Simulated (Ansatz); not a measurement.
Cartesian coordinates (Å):
SMILES: C(=O)=[SiH2]
```xyz
5

O      2.0698     0.0438    -0.1793
C      0.9500     0.0058     0.0095
Si    -0.8041    -0.1102     0.6695
H     -1.0991    -1.1042    -0.4260
H     -1.1166     1.1648    -0.0736
```
Charge 0, spin multiplicity 1.

Computed with frozen-core CCSD(T)/cc-pVQZ // B3LYP-D3(BJ)/def2-TZVP in Ansatz (a program for electronic structure).

The HF energy is -402.83634 Ha and the MP2 correlation energy is -0.52861 Ha.

Question: Estimate the CCSD correlation energy, the (T) correction, the total energy and the T1 diagnostic.

Answer: 
The CCSD correlation energy comes out as -0.54179 Ha, the (T) correction is -0.02838 Ha and the CCSD(T) total energy comes out as -403.40651 Ha. The T1 diagnostic comes out as 0.022.
